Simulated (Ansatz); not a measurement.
Job for Ansatz (a program for electronic structure): R-PBE0/def2-TZVPPD on AlF2H (SMILES [F][AlH][F]) with ghost functions, monomers drawn apart or pushed together. Files ending in .json are basis or fitting sets from the Basis Set Exchange.

Ansatz 0.2 input:
```yaml
crystal:
  periodic: [false, false, false]
  atoms:
    - {symbol: F, position_ang: [1.22790596, 0.74733588, 0.62885291]}
    - {symbol: Al, position_ang: [-0.27664925, 0.27816578, 1.18905317]}
    - {symbol: F, position_ang: [-0.70809469, -1.29944758, 0.83887727]}
    - {symbol: H, position_ang: [-1.41821794, 1.36067674, 1.21564083]}
basis:
  gaussian:
    orbitals: def2-TZVPPD.json
    ghost_atoms:
      - {symbol: N, position_ang: [0.23108853, -0.02388828, 2.92554344]}
      - {symbol: H, position_ang: [0.58870602, 0.81962064, 3.36555994]}
      - {symbol: H, position_ang: [-0.53977254, -0.37400465, 3.48786392]}
      - {symbol: H, position_ang: [0.97141758, -0.72172254, 2.94589239]}
hamiltonian:
  xc: {name: PBE0}
scf: {lower_state_search: off}
```

### Question
What total energy does the run end on?

### Answer
-442.6470 hartree.
